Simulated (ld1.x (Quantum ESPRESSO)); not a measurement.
## strontium: one change to a TM potential, before and after

ld1.x (Quantum ESPRESSO) 7.5 input, shortened:

```
&input
   title='Sr', zed=38., rel=2, dft='PBE', iswitch=3,
   config='[Kr] 4d0 5s1 5p1', rel_dist='average'
 /
 &inputp
   pseudotype=2, tm=.true., lloc=-1, rcloc=1.95,
   nlcc=.true., rcore=1.15
 /
3
5S  1  0   1.00   0.00  3.75  3.75  0.0
5P  2  1   1.00   0.00  4.20  4.20  0.0
4D  3  2   0.00   0.00  2.20  2.20  0.0
 &test
   configts(1)='4d0 5s1 5p1'
 /
```

Open shells are filled in proportion to 2j + 1 (rel_dist='average').

Change: wave 4d (bound): rc 2.20 bohr becomes 4d (bound): rc 1.36 bohr.

Cutoffs: the cutoffs (Ry, on a coarse ladder) from which the occupation-weighted sum of valence levels, in a spherical-Bessel basis at the reference potential, stays within 10 and 1 mRy of its value at 400 Ry; they do not see the model core or the augmentation charge, which bear on the density cutoff. Errors are all-electron minus pseudo energies relative to the spin-unpolarised reference configuration.

How do hardness, ghosts and transferability respond?

Both files are so soft that the ladder of cutoffs tells neither apart; the bound ghosts move from p, s to d, p, s; the errors of the 6 common tests hardly move.

| quantity | base | changed |
| --- | --- | --- |
| cutoff, loose | 6 Ry | 6 Ry |
| cutoff, tight | 8 Ry | 8 Ry |
| bound ghosts | s, p3/2, p1/2 | d3/2, s, p3/2, p1/2 |
| tests counted (converged, no solver errors) | 6 of 7 | 6 of 7 |
| error for 4d0 5s2 5p0, meV [ΔE -2.30 eV] | -7.4 | -7.4 |
| error for 4d0 5s1 5p0, meV [ΔE 3.59 eV] | +0.1 | +0.1 |
| error for 4d0 5s1.5 5p0, meV [ΔE 0.04 eV] | -3.9 | -3.9 |
| error for 4d0.5 5s1.5 5p0, meV [ΔE -1.15 eV] | -31 | -31 |
| error for 4d1 5s1 5p0, meV [ΔE 0.03 eV] | -66 | -67 |
| error for 4d1 5s0 5p0, meV [ΔE 5.35 eV] | -101 | -102 |
| s: phases at 4.57 bohr within 0.05 rad from the reference energy up to (Ry; the scan ends near 5) | 0.7 | 0.7 |
| p1/2: phases at 4.57 bohr within 0.05 rad from the reference energy up to (Ry; the scan ends near 5) | n/a | n/a |
| p3/2: phases at 4.57 bohr within 0.05 rad from the reference energy up to (Ry; the scan ends near 5) | n/a | n/a |
| d3/2: phases at 4.57 bohr within 0.05 rad from the reference energy up to (Ry; the scan ends near 5) | 3.0 | 2.9 |
| d5/2: phases at 4.57 bohr within 0.05 rad from the reference energy up to (Ry; the scan ends near 5) | 3.0 | 2.9 |

Base: The cutoffs count occupied waves only; the empty 4d level needs 18 Ry at the loose tolerance. Tests not counted: 4d0 5s0 5p1 (solver errors, printed error -616 meV). Changed file: The cutoffs count occupied waves only; the empty 4d level needs 50 Ry at the loose tolerance. Tests not counted: 4d0 5s0 5p1 (solver errors, printed error -320 meV). A true bound ghost makes a file unfit for plane-wave use even where its test errors are small: the radial tests pick states by their node count and pass the ghost by.
